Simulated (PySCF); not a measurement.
Species: C₆H₈O₂Si.
Atom-mapped SMILES: `[OH:1][c:2]1[cH:3][cH:4][c:5]([O:6][SiH3:7])[cH:8][cH:9]1` (hydrogens: H10 on O1; H11 on C3; H12 on C4; H13, H14, H15 on Si7; H16 on C8; H17 on C9)

Computed with PySCF at wB97X-D/def2-SVPD, non-relativistic, on one gas-phase PBE0-D3(BJ)/def2-SVP geometry that isn't relaxed in the solvent. The solvent is an IEF-PCM continuum (Bondi radii, 1.10 Å for H, scaled by 1.2). Specific hydrogen bonds and non-electrostatic terms are outside this model.

Gas phase at wB97X-D/def2-SVPD: HOMO -7.85 eV, LUMO 1.25 eV, dipole 0.64 D.

Task: What does the continuum do to the energy, the frontier levels and the dipole at wB97X-D/def2-SVPD in chloroform and acetonitrile?

Result: 
```csv
solvent,ε,E(solvent) − E(gas) (kcal/mol),polarisation term (kcal/mol),distortion of the solute (kcal/mol),HOMO (eV),LUMO (eV),dipole (D)
chloroform,4.711,-4.63,-5.12,0.49,-7.88,1.25,0.79
acetonitrile,35.69,-6.60,-7.64,1.04,-7.92,1.22,0.86
```

The first energy column is the sum of the next two and covers electrostatics alone. From chloroform to acetonitrile the lowering changes by a factor 1.43, Onsager's factor (ε − 1)/(2ε + 1) by 1.35 and ε itself by 7.6.

Task: How does the static polarisability (wB97X-D/def2-SVPD, frozen core, with the continuum's full static response) change?

Result: 
```csv
medium,isotropic (au),principal values (au),⟨r²⟩ of the electrons (bohr²)
gas,104.6,"69.0, 104.1, 140.8",1778.5
chloroform,130.5,"86.4, 135.2, 169.7",1777.1
acetonitrile,142.9,"97.5, 150.7, 180.4",1776.4
```

The isotropic value in acetonitrile is 1.37 times the gas-phase one; no cavity-field correction is applied. ⟨r²⟩ is taken about the centre of nuclear charge.

Hardware: one thread, Arm Neoverse V1 (aarch64), no GPU, on a shared host. Cost: 55 s, 1.2 GiB resident at most. This is the whole response run at wB97X-D/def2-SVPD in acetonitrile, SCF included.

The values belong to the conformer `[OH:1][c:2]1[cH:3][cH:4][c:5]([O:6][SiH3:7])[cH:8][cH:9]1`: C4–C5–O6–Si7 -179°, H–O1–C2–C3 0°.

The pairwise dispersion term of wB97X-D wasn't added to the energies; at a given geometry it leaves orbitals and properties as they are.
